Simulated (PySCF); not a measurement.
## Adding and removing an electron: HgF

r²SCAN; PySCF, scalar-relativistic core potentials, basis sets Hg cc-pVDZ-PP with ECP60, F cc-pVDZ. Neutral (UKS): doublet (σ ↑), Re = 2.046 Å, ωe = 450 cm⁻¹, De = 1.57 eV, HOMO -6.97 eV, LUMO -5.23 eV.

HgF⁺ (UKS): singlet (closed shell), Re = 1.929 Å, ωe = 584 cm⁻¹, De = 1.88 eV to Hg⁺ + F. The energies at the minima are -253.31177 hartree for HgF and -252.93974 for HgF⁺.

(1) Work out the adiabatic ionisation energy, without and with harmonic zero-point energies (1 hartree = 27.2114 eV, 1 eV = 8065.5 cm⁻¹), and the change of the bond length.

These are scalar-relativistic numbers at best; spin–orbit coupling would shift them, the dissociation energy most. For an ion De counts to the pair picked by the measured ionisation energies or electron affinities, which need not be the lowest pair at this level. States were picked by a PBE0 search and need not be the measured ground states.

Results:

(1) At r²SCAN: 0.37203 hartree = 10.123 eV between the minima; the zero-point term (584.0 − 450.0)/2 cm⁻¹ = +0.008 eV makes it 10.132 eV. Re changes by -11.7 pm against the neutral. The electron leaves a σ orbital, and the shorter bond of the ion fits an antibonding orbital, or a change in how ionic the bond is.
